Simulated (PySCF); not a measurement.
Molfile (atoms numbered from 1):
```
C4H9FO3Si
     RDKit          3D

 18 17  0  0  0  0  0  0  0  0999 V2000
    3.7086    0.1277   -0.5953 C   0  0  0  0  0  0  0  0  0  0  0  0
    2.3501    0.3910   -0.2577 O   0  0  0  0  0  0  0  0  0  0  0  0
    1.5396   -0.6491   -0.1293 C   0  0  0  0  0  0  0  0  0  0  0  0
    1.8400   -1.7996   -0.2793 O   0  0  0  0  0  0  0  0  0  0  0  0
    0.3270   -0.2419    0.1890 O   0  0  0  0  0  0  0  0  0  0  0  0
   -0.8679   -1.3868    0.3728 Si  0  0  0  0  0  4  0  0  0  0  0  0
   -2.3538   -0.2769    0.8596 C   0  0  1  0  0  0  0  0  0  0  0  0
   -2.7881    0.7144   -0.2092 C   0  0  0  0  0  0  0  0  0  0  0  0
   -3.4231   -1.1280    1.1365 F   0  0  0  0  0  0  0  0  0  0  0  0
    3.8410   -0.9325   -0.8151 H   0  0  0  0  0  0  0  0  0  0  0  0
    4.3362    0.4167    0.2482 H   0  0  0  0  0  0  0  0  0  0  0  0
    3.9567    0.7319   -1.4673 H   0  0  0  0  0  0  0  0  0  0  0  0
   -1.1021   -2.0476   -0.9059 H   0  0  0  0  0  0  0  0  0  0  0  0
   -0.5202   -2.3039    1.4498 H   0  0  0  0  0  0  0  0  0  0  0  0
   -2.1757    0.2545    1.8024 H   0  0  0  0  0  0  0  0  0  0  0  0
   -3.0525    0.1892   -1.1238 H   0  0  0  0  0  0  0  0  0  0  0  0
   -1.9707    1.3995   -0.4133 H   0  0  0  0  0  0  0  0  0  0  0  0
   -3.6539    1.2827    0.1264 H   0  0  0  0  0  0  0  0  0  0  0  0
  1  2  1  0
  2  3  1  0
  3  4  2  0
  3  5  1  0
  5  6  1  0
  6  7  1  0
  7  8  1  0
  7  9  1  0
  1 10  1  0
  1 11  1  0
  1 12  1  0
  6 13  1  0
  6 14  1  0
  7 15  1  1
  8 16  1  0
  8 17  1  0
  8 18  1  0
M  END
```

Theoretical values (PySCF): shieldings: GIAO PBE0/pcSseg-1, geometry: GFN2-xTB. Non-relativistic Hamiltonian, single conformer, averaged over atoms made equivalent by symmetry, fast rotation or ring inversion, no solvent.

Shifts are taken against calculated references (same method and geometry level): 13C (σ = 186.93 ppm) and 1H (σ = 31.72 ppm) and 29Si (σ = 349.16 ppm) against TMS; 17O (σ = 336.08 ppm) vs H2O; CFCl3 for 19F (σ = 170.95 ppm).

| atoms | nucleus | count | Hirshfeld charge | δ (ppm) |
| --- | --- | --- | --- | --- |
| C8 | 13C | 1 | -0.13 | 20.9 |
| H10/H11/H12 | 1H | 3 | 0.05 | 4.23 |
| F9 | 19F | 1 | -0.13 | -259.6 |
| H16/H17/H18 | 1H | 3 | 0.05 | 1.64 |
| O5 | 17O | 1 | -0.19 | 148.3 |
| C7 | 13C | 1 | -0.02 | 86.2 |
| H13 | 1H | 1 | -0.07 | ? |
| C3 | 13C | 1 | 0.27 | 160.6 |
| Si6 | 29Si | 1 | 0.40 | -22.3 |
| H15 | 1H | 1 | 0.04 | 5.13 |
| O2 | 17O | 1 | -0.11 | ? |
| O4 | 17O | 1 | -0.27 | ? |
| C1 | 13C | 1 | -0.03 | 55.8 |
| H14 | 1H | 1 | -0.07 | ? |

Fill in the missing shifts.

## Answers


- H14: 5.09 ppm, hydrogen on a silicon bonded to C, O
- H13: 4.77 ppm, hydrogen on a silicon bonded to C, O
- O4: 306.8 ppm, ester carbonyl oxygen
- O2: 145.1 ppm, ester alkoxy oxygen

Shifts are as computed. Against solution values, carbons near 30 ppm lie about +3 ppm off and those near 130 ppm about +5 ppm. Of 1309 compounds with measured shifts, 239 miss one by over three times the rms of a fit or turn the order of signals round; such compounds aren't used in these exercises. Unscaled 19F shifts against computed CFCl3 carry errors that often reach 10 to 50 ppm. Unscaled 17O shifts of doubly bonded oxygen tend to come out too high, by tens of ppm or more. Experimental scales use liquid or dissolved standards, which lie at an offset from isolated H2O (liquid H2O: subtract about 36 ppm).
